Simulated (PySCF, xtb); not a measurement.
Ge(F)(SH)3 (FGeH3S3), SMILES [F][Ge]([SH])([SH])[SH]. The values are those of a single conformer.

Harmonic wavenumbers (cm⁻¹) from GFN2-xTB (xtb) at its own minimum, in rising order: 71, 75, 103, 117, 118, 128, 167, 168, 304, 375, 375, 399, 668, 672, 672, 2424, 2427, 2429.

### Question
What does PBE-D3(BJ)/def2-SVP (PySCF 2.14.0) give at its own minimum? (Estimate from the structure and the level; the computed values follow.)

### Answer
62, 64, 132, 133, 135, 203, 203, 236, 355, 420, 420, 663, 703, 719, 719, 2607, 2607, 2607. Paired by order, the mean absolute difference is 74 cm⁻¹ and the zero-point energies are 16.7 and 18.6 kcal/mol.
